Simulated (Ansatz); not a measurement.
CH$_{4}$AlBO, relaxed with RKS PBE0-D4/def2-TZVP in the Gaussian-basis code of Ansatz from a PBE-D4/def2-SVP geometry. The force threshold is 0.005 eV/Å; the program also tests the step.

Total charge 0; spin multiplicity 1. The bonds changed during the relaxation, so this is another structure than the one it started from.

Start:

```xyz
8

B    -0.410    1.487   -0.835
Al    0.790    0.029    0.109
C    -0.182   -1.647    0.492
O    -0.277   -1.001    1.562
H    -1.493    1.818   -0.379
H    -0.106    2.018   -1.890
H     2.339   -0.038    0.499
H    -0.661   -2.665    0.442
```

Problem. How much energy does the relaxation release, and in how many steps? (An estimate is asked.)

Solution. Computed: 4.64 kJ/mol, in 13 steps, 1 of them rejected.

Problem. Which bonds change most? (Best estimate.)

Solution. Ansatz gave: Al2–O4 from 2.077 to 1.983 Å; Al2–C3 from 1.975 to 1.948 Å; C3–H8 from 1.126 to 1.105 Å; B1–H5 from 1.221 to 1.200 Å.

Problem. Give the relaxed structure. (Best estimate.)

Solution. Ansatz gave: 
```xyz
8

B    -0.415    1.499   -0.828
Al    0.732    0.008    0.143
C    -0.162   -1.693    0.462
O    -0.277   -1.020    1.506
H    -1.404    1.975   -0.344
H    -0.137    1.917   -1.918
H     2.273    0.016    0.517
H    -0.610   -2.702    0.461
```
